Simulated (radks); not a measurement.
The numbers below are computed, except where a source is named.
Task: The mean radii <r> (bohr) of the occupied orbitals of an atom or ion are listed with their occupations. Level of theory: non-relativistic Kohn-Sham, LDA (Slater exchange, Perdew-Wang correlation), spin-unpolarised, spherical densities, point nucleus (a radial shooting solver on a logarithmic mesh with Libxc functionals).

| orbital | occ. | <r> |
|---|---|---|
| 1s | 2 | 0.01824 |
| 2s | 2 | 0.07667 |
| 2p | 6 | 0.06472 |
| 3s | 2 | 0.1927 |
| 3p | 6 | 0.1832 |
| 3d | 10 | 0.1595 |
| 4s | 2 | 0.4203 |
| 4p | 6 | 0.4224 |
| 4d | 10 | 0.4255 |
| 4f | 14 | 0.4319 |
| 5s | 2 | 0.9246 |
| 5p | 6 | 0.9883 |
| 5d | 10 | 1.212 |
| 6s | 2 | 2.373 |
| 6p | 2 | 2.850 |

Name the element and its charge.

Result: Z = 83, bismuth, charge +1: Bi+ in [Hg] 6p2. The 1s radius gives Z: for a bare nucleus <r> = 1.5/Z, 0.01807 bohr for Z = 83, and screening makes it slightly larger (0.01824 here). The occupations add up to 82, and the charge is Z minus that.
